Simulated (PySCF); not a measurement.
# Dipole moment and polarisability of TMS-CBrF2

Compound: TMS-CBrF2, C4H9BrF2Si.
SMILES with atom numbers: `[CH3:1][Si:2]([CH3:3])([CH3:4])[C:5]([F:6])([F:7])[Br:8]` (hydrogens: H9, H10, H11 on C1; H12, H13, H14 on C3; H15, H16, H17 on C4)

Geometry (PBE0-D3(BJ)/def2-SVP, Å), atoms numbered from 1 in this order:
```
atom  x, y, z in Å
C1     0.0611   -0.8381   -1.7085
Si2    0.0054   -0.1217    0.0171
C3    -1.4808   -0.7329    0.9812
C4     1.5976   -0.3540    0.9675
C5    -0.2797    1.7852   -0.1691
F6    -0.3712    2.3979    1.0237
F7    -1.4148    2.0531   -0.8367
Br8    1.2025    2.6390   -1.1584
H9    -0.8777   -0.6335   -2.2455
H10    0.1994   -1.9301   -1.6659
H11    0.8901   -0.4088   -2.2908
H12   -2.4142   -0.5425    0.4300
H13   -1.5508   -0.2294    1.9575
H14   -1.4054   -1.8171    1.1612
H15    1.7944   -1.4257    1.1291
H16    2.4513    0.0743    0.4212
H17    1.5399    0.1351    1.9519
```

Level: CAM-B3LYP/def2-SVPD (PySCF), static field, nuclei fixed, core orbitals frozen in the response. The polarisability tensor in these axes (au):

```
x   98.38  8.49 -5.69
y    8.49 99.52 -6.34
z   -5.69 -6.34 95.36
```

Task: Give the principal values, the mean and the anisotropy Δα = √{½[(α1 − α2)² + (α2 − α3)² + (α1 − α3)²]}.

Result: Principal values 90.39, 91.00 and 111.85 au; mean 97.75 au = 14.49 Å³ = 16.12 × 10⁻⁴⁰ C²·m²/J; Δα = 21.16 au (22 % of the mean).

Task: What is the dipole moment, and where does it point?

Result: (0.30, -2.94, 0.37) D, 2.97 D in size, pointing from the negative to the positive side. Measured along this direction, the outermost atoms are Br8 at the negative end and H14, H15 and H10 at the positive end.

Task: Find the Langevin capture rate constant for NO+ (29.998 u) meeting this molecule (201.962 u), k = 2.342 × 10⁻⁹ cm³/s × √(α in Å³ / reduced mass in u).

Result: The reduced mass is 26.12 u, so k = 1.74 × 10⁻⁹ cm³/s. The formula leaves out the permanent dipole, which adds to the capture rate.

Task: Traceless (Buckingham) quadrupole moment about the centre of nuclear charge: eigenvalues?

Result: -2.21, -1.42, 3.63 D·Å. The values depend on the origin, since the dipole doesn't vanish. The electronic extent ⟨r²⟩ about the same centre is 1711 bohr², a root-mean-square distance of 2.19 Å for the 100 electrons.

Task: In TDDFT the mean static polarisability is Σ f/ω² over all singlet excitations (ω in hartree). How much of it do the 10 lowest give? Their energies (eV) and oscillator strengths: 6.08, 0.0236; 6.19, 0.0002; 7.25, 0.2093; 8.00, 0.0513; 8.21, 0.0811; 8.26, 0.0019; 8.30, 0.0624; 8.43, 0.0588; 8.51, 0.0146; 8.59, 0.0585.

Result: They add up to 6.95 au, 7.1 % of the 97.75 au; the largest single term is 2.95 au, from the state at 7.25 eV. Terms in order: 0.47, 0.00, 2.95, 0.59, 0.89, 0.02, 0.67, 0.61, 0.15, 0.59 au. Higher excitations give the rest. The strengths listed sum to 0.562.

Isolated species at its PBE0-D3(BJ)/def2-SVP geometry, gas phase. The calculation is non-relativistic, for bromine too.

The run behind these numbers computed excited states and ΔSCF ions as well. The run took 11 min of wall time on x86-64 server, one thread (shared host).
